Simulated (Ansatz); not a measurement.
Total energies of H₆Au₃ from Ansatz at PBE0-D4/def2-TZVPD, gas phase (1 Eh = 27.2114 eV = 2625.5 kJ/mol). The reference geometry is relaxed at PBE0-D4/def2-SVP.

```xyz
9

Au    1.093   -1.173    0.223
Au    0.968    1.403    0.979
Au   -1.178   -1.768   -1.210
H    -2.581   -1.724   -1.969
H     0.508    3.110    1.244
H     2.010    0.056    1.122
H    -1.149   -0.172   -0.674
H    -0.147    2.790    0.833
H     0.477   -2.522   -0.546
```

| state | geometry | energy (Eh) |
| --- | --- | --- |
| charge 0 doublet | reference | -410.75744 |
| charge -1 singlet | reference | -410.81252 |
| free Au atom (doublet) | – | -135.70230 |
| free H atom (doublet) | – | -0.50104 |

In the def2 sets Au takes a core potential; there is no spin–orbit coupling.

Work out the vertical electron affinity, to the singlet.

E(charge 0 doublet) − E(charge -1 singlet) = -410.75744 − (-410.81252) = 0.05508 Eh = 1.50 eV.

What is the binding energy per atom against free atoms?

Atoms: 3 × (-135.70230) + 6 × (-0.50104) = -410.11314 Eh. Binding: -410.11314 − (-410.75744) = 0.64430 Eh = 17.53 eV, or 1.95 eV for each of 9 atoms (no zero-point energy, no counterpoise term).

The structure comes from a short search, and lower isomers may exist.
